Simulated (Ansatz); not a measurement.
The first iterations of a band of GaH$_{3}$SZn (6 atoms, charge 0, multiplicity 1).

Level of theory: UKS PBE0/def2-SVP in Ansatz.

| Quantity | Value |
| --- | --- |
| movable images | 5 |
| climbing image | from the first iteration |
| spring | 5.0 eV/Å² |
| optimiser | lbfgs |
| start path | through a guess of the saddle point |
| force threshold | 0.05 eV/Å |
| iteration limit | 60 |
| end points | relaxed |

First end point:

```xyz
6
Properties=species:S:1:pos:R:3
Zn -1.417 -0.779 -0.874
S -0.352 -1.253 0.979
Ga 1.028 0.437 0.732
H -2.188 -0.478 -2.168
H 0.849 1.349 -0.540
H 2.122 0.659 1.824
```

Last end point:

```xyz
6
Properties=species:S:1:pos:R:3
Zn -0.736 -0.141 -0.776
S 0.540 -1.031 1.053
Ga 1.880 0.980 0.123
H -2.183 -0.413 -1.268
H 0.543 0.888 -1.263
H -0.002 -0.347 2.085
```

| iteration | highest image above the first end (eV) | largest band force component (eV/Å) |
| --- | --- | --- |
| 1 | 23.850 | 72.418 |
| 2 | 8.071 | 18.459 |
| 3 | 4.452 | 3.655 |
| 4 | 4.184 | 2.699 |
| 5 | 3.751 | 1.226 |
| 6 | 3.529 | 1.223 |
| 7 | 3.296 | 1.353 |
| 8 | 3.231 | 1.199 |
| 9 | 2.953 | 1.040 |
| 10 | 2.754 | 0.822 |
| 11 | 2.566 | 1.070 |
| 12 | 2.532 | 0.640 |
| 13 | 2.517 | 0.468 |
| 14 | 2.491 | 0.501 |
| 15 | 2.479 | 0.380 |
| 16 | 2.463 | 0.645 |
| 17 | 2.452 | 0.352 |
| 18 | 2.441 | 0.384 |
| 19 | 2.434 | 0.258 |
| 20 | 2.427 | 0.580 |

Question: Does the band converge within its limit, and where does its top end?

Answer: The run ended unconverged. It ended after 60 iterations with the highest image 2.342 eV above the first end. The band didn't meet its force threshold, so its energies are provisional: the largest band force was still 0.11 eV/Å, and over the last iterations the top stayed at 2.34 eV. The orbitals stay closed-shell, which can raise the energy where a bond breaks towards radicals; this wasn't checked here.

Run time: 13 min on 2 threads of Intel(R) Xeon(R) 6975P-C (Granite Rapids), with other jobs on the host, peak memory 0.35 GiB.
